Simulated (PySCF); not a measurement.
# Identify the compound

The spectra below were simulated for a compound C$_{4}$H$_{3}$F$_{3}$.

1H NMR (500 MHz, computed): δ 2.70 (qd, J = 9.2, 4.2 Hz, 2H), 2.44 (t, J = 4.2 Hz, 1H).

13C{1H} NMR (computed): δ 115.7 (C, q, J = 344.3 Hz), 82.5 (CH), 76.5 (C, q, J = 4.2 Hz), 24.7 (CH2, q, J = 37.6 Hz).

Level of theory: J couplings at B3LYP/pcJ-1 (spin–dipole term only in couplings to heteroatoms), shieldings: GIAO HF/pcSseg-2, coordinates at the PBE0-D3(BJ)/def2-SVP level, in PySCF 2.14 (one averaged value for each set of equivalent atoms, no solvent model, non-relativistic Hamiltonian, one conformer).

Chemical shifts δ = σref − σ; 1H and 13C against TMS, all at this level.

**Question.** Deduce the structure.

**Answer.** 
- Rings plus π bonds: 2 (no ring in the answer).
- 4 carbon signals for 4 carbons: no two carbons are equivalent.
- Carbon types of the structure: 2 × C, 1 × CH, 1 × CH2, which accounts for all hydrogens.
- δC 115.7: CF3 carbon; 3 electronegative neighbours deshield it.
- δC 82.5: terminal alkyne carbon; the triple bond shields along its axis, which puts it between sp3 and sp2 carbons.
- δC 76.5: alkyne carbon; the triple bond shields along its axis, which puts it between sp3 and sp2 carbons.
- δC 24.7: propargylic sp3 CH2; a saturated carbon with 2 carbon neighbours and no heteroatom attached.
- δH 2.70: hydrogen on a propargylic sp3 CH2.
- δH 2.44: hydrogen on a terminal alkyne carbon; it lies on the axis of the triple bond, in its shielding cone.

Structure: SMILES C#CCC(F)(F)F.

The shifts were computed for this structure.

C–F couplings over four or more bonds (about 3 Hz to the para carbon of a fluoroarene) are left out. Common functionals overestimate the size of one-bond C–F couplings by tens of Hz; these are unscaled. Multiplet labels drop couplings under 1 Hz and merge nearly equal ones. Shifts are as computed, not scaled to solution data. Of 1211 compounds with measured shifts, 218 miss one by over three times the rms of a fit or turn the order of signals round; such compounds aren't used in these exercises.
